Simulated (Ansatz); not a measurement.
`O/C=[CH]\[AlH2]` + HCl → `[AlH2]/[CH]=C/Cl` + H₂O  (substitution at a C–O bond)

Calculated with Ansatz (gas phase, PBE0-D4/def2-TZVP geometries, no zero-point term in ΔE). CBS: MP2 limit from def2 TZ/QZ plus the TZ coupled-cluster correction, frozen cores. This one scheme is used for every species. Double bonds are as drawn, so ΔE can hold a change between cis and trans. Functionals use def2-TZVPP. Each species was taken in one conformer, which may not be the lowest.

| level | ΔE (kJ/mol) |
| --- | --- |
| ωB97X-V | 10.6 |
| CAM-B3LYP | 13.1 |

(1) What does CCSD(T)/CBS give? (Estimate.)

Largest T1 diagnostic among the species: 0.013.

Results:

(1) Computed: -1.6 kJ/mol. The listed levels differ from it by 12.2, 14.7 kJ/mol.

At CCSD(T), def2-SVP lies +26.3 kJ/mol from the extrapolated value and def2-TZVPP +5.8 kJ/mol. Leaving LDA and LC-ωPBE aside and taking each functional with its dispersion term where it has one, the values, not all of them listed here, spread over 6.8 kJ/mol, from B2PLYP to B97M-V. LDA lies +12.1 kJ/mol from PBE without D4.
